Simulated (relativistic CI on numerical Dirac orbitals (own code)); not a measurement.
Calculated at this level of theory: Dirac-Coulomb-Breit CI, orbitals from a KLI potential per configuration, model QED, unscaled Slater integrals (own radial code, finite nucleus).

The strongest absorption lines from the ground level of an ion, among the configurations computed and to levels below about 2040 eV (vacuum wavelength in Å, gf): 19.296 (0.88), 20.453 (0.98), 30.272 (0.095), 32.201 (1.1), 32.320 (0.82), 32.602 (0.38), 32.613 (0.34), 33.366 (0.066).

(1) Which ion is it?
A. Ta LII
B. Tl LXII
C. Ta LIV
D. Ta LVI

Results:

(1) C. Ta LIV has 20 electrons and the ground level 3s2 3p6 3d2 3F_2; the strongest line goes to 3s2 3p5 3d3 3G°_3. The pattern of lines fixes the number of electrons, and along that sequence the line energies rise steadily with the charge (about as its square where n changes within one kind of shell, about linearly where n is kept but much faster in heavy ions where fine structure, which grows about as Z⁴, sets the gap, and irregularly where shells cross), which fixes Z. Configurations outside the model, such as inner-shell arrays, can give stronger lines. At this charge energies of transitions that change n are usually good to better than 1 %, and those within a shell (Δn = 0) to a few per cent.

LS names give the leading component of a level, which can be under half, so a name can repeat, a term be missing and a line seem to break the LS rules.
